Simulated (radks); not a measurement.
Q: All-electron atom: La+ in [Xe] 5d2 (the NIST ground configuration). All-electron calculation, Dirac Kohn-Sham, LDA (Slater exchange, Perdew-Wang correlation), spin-unpolarised, spherical densities, finite nucleus; open shells fill j = l - 1/2 first; Fermi nuclear charge, rms radius 4.855 fm. Program: a radial shooting solver on a logarithmic mesh with Libxc functionals.

Spin-orbit splittings of the eigenvalues, e(l+1/2) - e(l-1/2), with zeta = 2 splitting/(2l+1) and mean radii in bohr:

shell  occ.  splitting (eV)  zeta (eV)  <r> j=l-1/2  <r> j=l+1/2
2p        6           412.6      275.1      0.08994      0.09604
3p        6           80.37      53.58       0.2749       0.2870
3d       10           17.21      6.885       0.2579       0.2617
4p        6           17.23      11.48       0.6748       0.7022
4d       10           2.988      1.195       0.7626       0.7723
5p        6               ?          ?        1.757        1.842
5d        2          0.1923    0.07692        2.873        2.925

Estimate the 5p splitting.

A: 2.525 eV (zeta = 1.684 eV).
